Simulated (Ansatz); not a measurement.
ISn (SMILES [Sn+][I]), charge +1, singlet, geometry from GFN2-xTB (such geometries of metal compounds can be far from the true shape) (core potentials on I, Sn); PBE0/def2-TZVP in Ansatz (a program for electronic structure).

Ansatz was given this input:
Ansatz 0.2 input:
```yaml
crystal:
  periodic: [false, false, false]
  atoms:
    - {symbol: Sn, position_ang: [-0.00000000, -0.00000000, -1.37674874]}
    - {symbol: I, position_ang: [0.00000000, 0.00000000, 1.29881957]}
basis:
  gaussian:
    orbitals: def2-TZVP
    point_charges:
      - {charge: 1.0, position_ang: [-3.8618, -1.8163, 0.7384]}
hamiltonian:
  xc: pbe0
total_charge: 1
```

Output, abridged:

```
Functional definition: PBE0
879 factors; their error is unknown
mean field evaluation 1: about -13919.8804 eV, gradient 3.4e1 eV
mean field evaluation 2: about -13865.7071 eV, gradient 1.2e2 eV
mean field evaluation 4: about -13923.7361 eV, gradient 8.3e0 eV
mean field evaluation 8: about -13923.9010 eV, gradient 1.2e-1 eV
mean field evaluation 16: about -13924.2656 eV, gradient 2.0e-4 eV
mean field -13924.26558355 eV, -511.7073219891 hartree, gradient 5.4e-5 eV, S^2 0.000000; 0 other end points of the search recorded, 0 dependent functions left out
reference -13924.26560838 eV, -511.7073229016 hartree; 23, 23 occupied and 77, 77 virtual orbitals, 879 factors
Total energy: -13924.26560838 eV, -511.7073229016 hartree
```
